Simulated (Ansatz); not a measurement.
Reaction (cleavage of the Al–Si bond): `[NH2][AlH][SiH2]O` + `[SiH3]N[SiH3]` → `[NH2][AlH][N]([SiH3])[SiH3]` + `O[SiH3]`

Calculated with Ansatz (gas phase, PBE0-D4/def2-TZVP geometries, no zero-point term in ΔE). CCSD(T)/CBS adds triple-zeta CCSD(T) − MP2 to the extrapolated MP2 energy (def2 sets, frozen cores). This one scheme is used for every species. DFT in def2-TZVPP. One conformer a species, not always the lowest.

```tsv
species	PBE0-D4 energy (Eh)
`[NH2][AlH][SiH2]O`	-665.27307
`[SiH3]N[SiH3]`	-637.71183
`[NH2][AlH][N]([SiH3])[SiH3]`	-936.03148
`O[SiH3]`	-366.99139
```

(1) Work out ΔE.

Largest T1 diagnostic among the species: 0.012.

## Answers

(1) ΔE = (-936.03148) + (-366.99139) − (-665.27307) − (-637.71183) = -0.03797 Eh = -23.8 kcal/mol. CCSD(T)/CBS gives -27.6 kcal/mol.

From PBE to PBE0 (25 % exact exchange), in def2-TZVPP and without D4, ΔE moves by −1.8 kcal/mol. The D4 term adds −2.3 kcal/mol with B3LYP and −1.2 kcal/mol with PBE0; it sums over pairs of atoms, weighted by their polarisabilities, and B3LYP, whose exchange is more repulsive, gets the larger term.

B3LYP here is the variant with VWN-RPA as its local correlation; programs differ in this.
